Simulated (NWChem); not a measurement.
System meant: CrH2S2O2; SMILES [O]=[Cr]([OH])(=[S])[SH]

Here is an NWChem input.

```
start job
memory heap 200 mb stack 900 mb global 1100 mb
geometry units angstroms noautoz
  Cr     0.189687    -0.165756     0.010883
  O      0.947741    -0.200687     1.371281
  S     -1.209804    -1.594424    -0.120635
  O      1.308462    -0.279023    -1.328160
  H      2.237127    -0.078279    -1.089088
  S     -0.992056     1.695766    -0.062541
  H     -0.008040     2.437657     0.531143
end
basis spherical
  Cr library def2-svp
  O library def2-svp
  S library def2-svp
  H library def2-svp
end
dft
  odft
  mult 2
  xc b3lyp
  iterations 150
  mulliken
end
task dft energy
```

End of the output:

```
 ==============================================================================
                                 internuclear angles
 ------------------------------------------------------------------------------
        center 1       |       center 2       |       center 3       |  degrees
 ------------------------------------------------------------------------------
    2 O                |   1 Cr               |   3 S                |   112.40
    2 O                |   1 Cr               |   4 O                |   110.85
    2 O                |   1 Cr               |   6 S                |   107.98
    3 S                |   1 Cr               |   4 O                |   110.51
    3 S                |   1 Cr               |   6 S                |   103.02
    4 O                |   1 Cr               |   6 S                |   111.83
    1 Cr               |   4 O                |   5 H                |   113.97
    1 Cr               |   6 S                |   7 H                |    93.32
 ------------------------------------------------------------------------------
                            number of included internuclear angles:          8
 ==============================================================================

 Summary of "ao basis" -> "" (spherical)
 ------------------------------------------------------------------------------
       Tag                 Description            Shells   Functions and Types
 ---------------- ------------------------------  ------  ---------------------
 Cr                         def2-svp                11       31   5s3p2d1f
 O                          def2-svp                 6       14   3s2p1d
 S                          def2-svp                 8       18   4s3p1d
 H                          def2-svp                 3        5   2s1p

                                 NWChem DFT Module
                                 -----------------

 Summary of "ao basis" -> "ao basis" (spherical)
 ------------------------------------------------------------------------------
       Tag                 Description            Shells   Functions and Types
 ---------------- ------------------------------  ------  ---------------------
 Cr                         def2-svp                11       31   5s3p2d1f
 O                          def2-svp                 6       14   3s2p1d
 S                          def2-svp                 8       18   4s3p1d
 H                          def2-svp                 3        5   2s1p

  number of electrons :                   74
  multiplicity        :                    2
 ------------------------------------------------------------------------
  no. of electrons and multiplicity not compatible                  74
 ------------------------------------------------------------------------
 ------------------------------------------------------------------------
  current input line :
    25: task dft energy
 ------------------------------------------------------------------------
 ------------------------------------------------------------------------
 There is an error in the input file
 ------------------------------------------------------------------------
 For more information see the NWChem manual at https://nwchemgit.github.io

0: no. of electrons and multiplicity not compatible:Received an Error in Communication
```

Task: Find the fault in this run and fix the input.

Result: The input was rejected before any calculation. Cause: the multiplicity doesn't fit the number of electrons (an even count wants an odd multiplicity, and the reverse). This input runs:
```
start job
memory heap 200 mb stack 900 mb global 1100 mb
geometry units angstroms noautoz
  Cr     0.189687    -0.165756     0.010883
  O      0.947741    -0.200687     1.371281
  S     -1.209804    -1.594424    -0.120635
  O      1.308462    -0.279023    -1.328160
  H      2.237127    -0.078279    -1.089088
  S     -0.992056     1.695766    -0.062541
  H     -0.008040     2.437657     0.531143
end
basis spherical
  * library def2-svp
end
dft
  xc b3lyp
  iterations 150
  mulliken
end
task dft energy
```
It converges to -1992.10988 Ha (B3LYP/def2-SVP).
